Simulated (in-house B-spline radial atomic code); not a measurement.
Computed with a B-spline radial atomic code. Model: two electrons, singlet ground state, non-relativistic, full CI in B-splines with partial waves to l = 8 (at full coupling up to 3e-4 hartree above the limit, correlation up to 0.6 % small), density held at that of full coupling by Lieb maximisation.

W(λ) is the mean repulsion in the state of coupling λ less the Hartree energy of the fixed density. Its start is exact exchange, its initial slope is twice the second-order Görling-Levy correlation energy, and its area from 0 to 1 is E_xc. A straight curve means weak, dynamic correlation, and a curve that drops fast and flattens means strong correlation.

Command:
```bash
python run_ac.py task.json out
```
Settings (lengths in bohr, energies in hartree):
```
potential              dot
strength               0.151
lmax                   8
second                 -0.5
```

Run time, properties included: 24 s on 1 thread of Intel(R) Xeon(R) Processor @ 2.30GHz, with other jobs on the host.

**W = mean repulsion less Hartree energy, and W of three functionals.**

Given: confinement charge in harmonic well; well frequency 0.151 hartree; nuclear charge -0.5; external potential omega^2 r^2/2 - Z/r.

Computed: LDA exchange minus exact 29.239 millihartree; SCAN exchange minus exact -3.2663 millihartree.

```csv
coupling,W xc (hartree),W xc minus exchange (millihartree),kinetic minus Kohn-Sham (millihartree),LDA (PW92) W minus its exchange (millihartree),PBE W minus its exchange (millihartree),SCAN W minus its exchange (millihartree)
0,-0.22654,0,0,0,0,0
0.02,-0.22887,-2.332,0.02,-8.58,-3.73,-1.86
0.05,-0.23218,-5.64,0.14,-16.44,-8.19,-4.47
0.12,-0.2391,-12.561,0.72,-29.03,-16.44,-9.94
0.25,-0.24948,-22.945,2.61,-44.48,-27.8,-18.42
0.4,-0.25849,-31.952,5.5,-56.74,-37.51,-26.29
0.6,-0.26718,-40.64,9.8,-68.48,-47.26,-34.57
0.8,-0.27342,-46.881,14.13,-77.21,-54.73,-41.06
1,?,?,?,?,?,?
1.4,?,?,?,?,?,?
2,-0.29074,-64.202,36.29,-104.9,-79.35,-62.01
3,-0.29662,-70.079,50.7,-116.16,-89.66,-69.75
4.5,-0.30153,-74.99,68.76,-126.46,-99.19,-75.86
7,-0.30601,-79.474,93.97,-136.48,-108.55,-80.68
10,-0.3091,-82.564,119.85,-143.63,-115.26,-83.4
```

Question: What belongs in the row 1?

Answer: W xc (hartree): -0.2781; W xc minus exchange (millihartree): -51.559; kinetic minus Kohn-Sham (millihartree): 18.32; LDA (PW92) W minus its exchange (millihartree): -84.07; PBE W minus its exchange (millihartree): -60.71; SCAN W minus its exchange (millihartree): -46.29.

Question: What belongs in the row 1.4?

Answer: W xc (hartree): -0.28464; W xc minus exchange (millihartree): -58.103; kinetic minus Kohn-Sham (millihartree): 26.08; LDA (PW92) W minus its exchange (millihartree): -94.35; PBE W minus its exchange (millihartree): -69.83; SCAN W minus its exchange (millihartree): -54.16.

Question: What is the PBE exchange minus exact?

Answer: 5.7572 millihartree.

**Energy parts, natural occupations and partial-wave weights.**

Computed: total energy 1.0346 hartree; exchange energy -0.22654 hartree; correlation energy -0.033235 hartree; kinetic part of the DFT correlation energy 0.018324 hartree; kinetic part over minus potential part 0.3554; Hartree energy 0.45308 hartree; Lieb Oxford ratio E_xc over LDA exchange 1.3166.

| natural | occupation of the shell (electrons) |
| --- | --- |
| s | 1.8069 |
| p | 0.1892 |
| s | 0.0026252 |
| d | ? |
| p | 0.00016982 |
| f | 0.00011163 |

Question: What belongs in the row d?

Answer: occupation of the shell (electrons): 0.00093127.

| wave | weight |
| --- | --- |
| s | 0.90475 |
| p | 0.09469 |
| d | 0.00048088 |
| f | ? |
| g | 1.3336e-05 |

Question: What belongs in the row f?

Answer: weight: 6.0249e-05.

Question: What is the Kohn-Sham kinetic?

Answer: 0.14712 hartree.

Question: What is the initial slope twice GL2?

Answer: -0.11909 hartree.

Half-way to full coupling W has made 70 % of its drop, against 50 % for a straight line, and second-order (GL2) theory, half the initial slope, overshoots the correlation energy by about 79 %: correlation is strong. Over couplings 0 to 1 the errors in E_xc come to about +4.7 millihartree for LDA, -0.3 millihartree for PBE, +1.6 millihartree for SCAN, so PBE is nearest. In LDA and PBE and SCAN the errors of exchange and correlation have opposite signs, so the sum is smaller than the larger of the two.
